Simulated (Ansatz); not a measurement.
Reaction (formal exchange of groups at the Si–Se bond): `N=C(N)[Se][SiH3]` + `C=CCF` → `FC/C=C/[SiH3]` + `N=C(N)[SeH]`

Computed with Ansatz on PBE0-D4/def2-TZVP structures; ΔE is electronic, products minus reactants. CCSD(T)/CBS adds triple-zeta CCSD(T) − MP2 to the extrapolated MP2 energy (def2 sets, frozen cores). This one scheme is used for every species. DFT in def2-TZVPP. For Se outer-core shells are correlated without core-valence functions, which leaves a few kJ/mol of doubt a bond. Scalar relativity is left out up to krypton. Each species was taken in one conformer, which may not be the lowest.

(1) Is it downhill or uphill in electronic energy at CCSD(T)/CBS, and by how much? (Estimate.)

(2) What do these levels give: ωB97M-V, MP2/def2-TZVPP, CCSD/def2-TZVPP, HF/def2-QZVPP, SCS-MP2/def2-QZVPP, CCSD/CBS(def2)? (Best estimate.)

Largest T1 diagnostic among the species: 0.013.

Results:

(1) The calculation gave: Uphill: ΔE = +61.8 kJ/mol.

(2) Computed: ωB97M-V 58.5, MP2/def2-TZVPP 61.3, CCSD/def2-TZVPP 56.4, HF/def2-QZVPP 55.5, SCS-MP2/def2-QZVPP 60.2, CCSD/CBS(def2) 60.7 kJ/mol.

The D4 term adds +4.1 kJ/mol with B3LYP and +2.2 kJ/mol with PBE0; it sums over pairs of atoms, weighted by their polarisabilities, and B3LYP, whose exchange is more repulsive, gets the larger term.

B3LYP here is the variant with VWN-RPA as its local correlation; programs differ in this.
